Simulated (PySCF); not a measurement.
Computed IR spectrum (relative IR intensity) of a molecule C3H4F2Si. Geometry: PBE0-D3(BJ)/def2-SVP. One conformer was computed; it need not be the lowest. Calculation: PBE0-D3(BJ)/def2-SVP in PySCF 2.14.0. Frequencies are harmonic and unscaled.

Lines under 2 % of the strongest are left out, and lines within 2 cm⁻¹ are merged.

ν (cm⁻¹): 431 (w), 483 (w), 553 (w), 615 (w), 646 (w), 698 (vw), 714 (w), 748 (w), 895 (vs), 932 (w), 935 (m), 1082 (w), 1116 (s), 1184 (s), 2249 (w), 2255 (w), 2272 (s), 3485 (m) (against the strongest line: vs over 80 %, s over 45 %, m over 15 %, w over 4 %, vw less)

Which structure fits?
A) F[Si]1(F)C=CC1
B) C#CC(F)(F)[SiH3]
C) F[C@@H]1C=C[Si@H]1F
D) FC1=C[SiH2][C@@H]1F

B, C#CC(F)(F)[SiH3]
